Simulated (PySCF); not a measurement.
This PySCF input asks for the NMR shieldings of SMILES CP(C)P([SiH3])P[SiH3], C2H13P3Si2; the geometry comes from GFN2-xTB.

```python
import basis_set_exchange as bse
import numpy as np
from pyscf import gto, dft
from pyscf.prop import nmr

atoms = """
C    -2.767855    0.594084   -0.531350
P    -1.394866   -0.583523   -0.937094
C    -1.844599   -1.929309    0.255624
P     0.169060    0.384118    0.257966
Si    0.738167    1.931255   -1.272234
P     1.755128   -1.026254   -0.179821
Si    3.330280   -0.148018    1.150899
H    -2.635559    1.517011   -1.094257
H    -2.789345    0.819311    0.534545
H    -3.710677    0.134499   -0.826242
H    -1.968923   -1.535457    1.265263
H    -2.773505   -2.391388   -0.079911
H    -1.058985   -2.685544    0.252160
H     2.070163    2.417473   -0.900938
H     0.737216    1.401377   -2.637514
H    -0.252382    3.002296   -1.130083
H     1.334700   -1.944109    0.774122
H     2.800150    0.395711    2.404039
H     4.007534    0.910965    0.396578
H     4.249150   -1.253821    1.427335
"""
names = dict.fromkeys(["C", "P", "Si", "H"], "pcSseg-1")
basis = {el: gto.basis.parse(bse.get_basis(n, elements=[el], fmt="nwchem")) for el, n in names.items()}
mol = gto.M(atom=atoms, basis=basis, charge=0, verbose=0)
mf = dft.RKS(mol, xc="PBE0")
mf.grids.level = 2
mf.grids.alignment = dft.numint.BLKSIZE   # the property module wants whole blocks of grid points
mf.conv_tol = 1e-9
mf.kernel()

calc = nmr.RKS(mf)   # GIAO
C = mf.mo_coeff
Co = C[:, mf.mo_occ > 0]
resp = mf.gen_response(singlet=True, hermi=2)
def vind(x):   # induced exchange potential for any number of trial vectors
    d = np.einsum("pi,xij,qj->xpq", C, 2 * x.reshape(-1, C.shape[1], Co.shape[1]), Co, optimize=True)
    return np.einsum("xpq,pi,qj->xij", resp(d - d.transpose(0, 2, 1)), C, Co, optimize=True).ravel()
mo1, _ = nmr.rhf.solve_mo1(calc, with_cphf=vind)
sigma = calc.kernel(mo1)
for i, s in enumerate(sigma):   # ppm
    w = np.linalg.eigvalsh((s + s.T) / 2)
    print("%2d %-2s iso %8.1f  s11 %8.1f  s22 %8.1f  s33 %8.1f" % (i, mol.atom_pure_symbol(i), w.mean(), *w))
```

Problem. What does it print?

Solution. 
```
 0 C  iso    170.2  s11    160.7  s22    163.2  s33    186.6
 1 P  iso    373.6  s11    318.4  s22    370.5  s33    431.9
 2 C  iso    169.1  s11    155.3  s22    164.9  s33    187.2
 3 P  iso    492.4  s11    371.0  s22    515.2  s33    590.9
 4 Si iso    427.4  s11    379.5  s22    436.5  s33    466.3
 5 P  iso    572.5  s11    496.2  s22    554.7  s33    666.6
 6 Si iso    427.4  s11    380.2  s22    437.8  s33    464.3
 7 H  iso     30.4  s11     24.8  s22     29.2  s33     37.2
 8 H  iso     30.5  s11     25.9  s22     29.3  s33     36.3
 9 H  iso     30.5  s11     25.5  s22     27.1  s33     38.8
10 H  iso     30.7  s11     26.7  s22     28.9  s33     36.5
11 H  iso     30.4  s11     25.5  s22     26.9  s33     38.8
12 H  iso     30.2  s11     24.5  s22     30.0  s33     36.2
13 H  iso     27.8  s11     22.9  s22     27.0  s33     33.5
14 H  iso     27.7  s11     24.3  s22     25.8  s33     33.2
15 H  iso     27.7  s11     23.5  s22     25.9  s33     33.8
16 H  iso     30.1  s11     22.5  s22     29.5  s33     38.3
17 H  iso     27.5  s11     23.5  s22     26.0  s33     32.9
18 H  iso     27.6  s11     23.4  s22     26.4  s33     33.0
19 H  iso     27.4  s11     23.5  s22     24.7  s33     34.1
```

These numbers come from an equivalent density-fitted implementation of the same equations, which agrees with the script to about 0.01 ppm for H and up to a few tenths of a ppm for heavy atoms, so last digits may differ.

Size and cost of the density-fitted run: 219 basis functions, 47 s wall time on 1 thread of an Arm Neoverse V2, shared host.
